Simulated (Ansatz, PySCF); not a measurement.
The pair A = HF (SMILES F) (first 2 atoms), B = HI (SMILES I); geometry from B3LYP-D3(BJ)/def2-TZVP.
(charge 0, multiplicity 1):
```xyz
4

F     -0.07014     0.47503    -0.24116
H      0.00476     0.03463     0.57653
I      0.21288    -1.03616     2.98202
H      0.17418     0.43607     3.64857
```

Frozen-core correlation. Filled d and f shells under p-block atoms count as core. CBS(a, b) extrapolates the correlation energy as X⁻³ and adds the Hartree–Fock energy of set b.

Codes used: Ansatz (Gaussian orbitals); PySCF for the dispersion terms. Values without a source in brackets are computed. In def2 rows elements past Kr take small-core potentials, without spin–orbit coupling.

The monomers are drawn apart, rigid, along the line of their centres of mass. Counterpoise-corrected interaction energies (kcal/mol):

```tsv
level	R = 4.581 Å	R = 5.637 Å
PBE/def2-TZVPPD	-1.1714	-0.3625
PBE-D3(BJ)/def2-TZVPPD	-1.3989	-0.4330
wB97M-V/def2-TZVPPD	-1.0939	-0.3791
CCSD(T)/CBS(def2-TZVPPD, def2-QZVPPD)	-1.0849	-0.3718
```

**Question.** R is the distance of the centres of mass. Find the local exponent m of E ∝ R⁻ᵐ between the two points.

**Answer.** 
m = ln(E₁/E₂)/ln(R₂/R₁): PBE/def2-TZVPPD 5.7; PBE-D3(BJ)/def2-TZVPPD 5.6; wB97M-V/def2-TZVPPD 5.1; CCSD(T)/CBS(def2-TZVPPD, def2-QZVPPD) 5.2. For scale, two fixed dipoles give m = 3, dipole and quadrupole 4, quadrupoles 5, and dispersion or dipole-induced dipole 6 at long range; at these distances several terms mix, and what is left of overlap and damping shifts m, so it need not match one of them.

Ansatz is a program for electronic structure.
